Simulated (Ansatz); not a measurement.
C$_{2}$H$_{6}$F$_{2}$Ti (`[CH3][Ti]([CH3])([F])[F]`). The species carries charge 0 and has multiplicity 1. Correlated methods include outer-core shells of Ti, which these sets cover unevenly. Scalar relativity is left out up to krypton.

Z-matrix (Å, degrees):
```
C
Ti 1 2.047
H 1 1.095 2 109.8
H 1 1.094 2 109.6 3 119.9
H 1 1.094 2 109.6 3 -119.9
C 2 2.048 1 105.3 3 -179.5
F 2 1.757 1 108.6 3 -63.3
F 2 1.757 1 108.6 3 64.3
H 6 1.094 2 109.6 1 59.5
H 6 1.095 2 109.8 1 179.3
H 6 1.094 2 109.6 1 -60.8
```

**Question.** Give the diagnostics of a CCSD(T)/def2-TZVPP run (frozen core, Ansatz 0.2.0). (Best estimate.)

**Answer.** Computed: T1 = 0.0207, largest single amplitude 0.055, largest double 0.049, (T) share of the correlation energy 4.2 %, 12 CCSD cycles. The RHF solution is stable towards an unrestricted one. T1 lies over the customary mark of 0.02 for closed shells; compounds of d metals often pass it without a breakdown.
